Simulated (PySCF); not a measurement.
**Predicted spectroscopic data**

All values are calculated (PySCF 2.14): GFN2-xTB geometry, σ from GIAO-PBE0/pcSseg-1. Non-relativistic, fast rotation and ring inversion assumed for equivalent nuclei, in vacuum, one conformer.

Chemical shifts δ = σref − σ; TMS for 1H (31.72 ppm) and 13C (186.93 ppm), all at this level. Where no couplings were computed, multiplicities follow the n + 1 count of equivalent neighbours, and m marks all less simple cases (inequivalent or close neighbours, rings, F or P nearby). Shifts are as computed. Against solution values, carbons near 30 ppm lie about +3 ppm off and those near 130 ppm about +5 ppm. Of 1211 compounds with measured shifts, 218 miss one by over three times the rms of a fit or turn the order of signals round; such compounds aren't used in these exercises.

**1.** SMILES c1(C#N)c(C)cccc1, C₈H₇N. 1H NMR (400 MHz, computed): δ 7.96 (d, 1H), 7.73 (m, 1H), 7.60 (m, 1H), 7.55 (m, 1H), 2.72 (s, 3H). 13C{1H} NMR (computed): δ 150.2 (C), 140.7 (CH), 138.0 (CH), 135.0 (CH), 131.5 (CH), 123.6 (C), 117.5 (C), 24.1 (CH3).

**2.** `InChI=1S/C7H12O2Si/c1-10(2,3)9-7-5-4-6-8-7/h4-6H,1-3H3`. 1H NMR (400 MHz, computed): δ 6.84 (m, 1H), 6.56 (m, 1H), 5.52 (m, 1H), 0.29 (s, 9H). 13C{1H} NMR (computed): δ 164.4, 134.2, 119.2, 90.0, 1.1.

**3.** SMILES CC(C)(C)C#N, C₅H₉N. 1H NMR (400 MHz, computed): δ 1.36 (s, 9H). 13C{1H} NMR (computed): δ 130.4 (C), 30.7 (CH3), 26.2 (C).
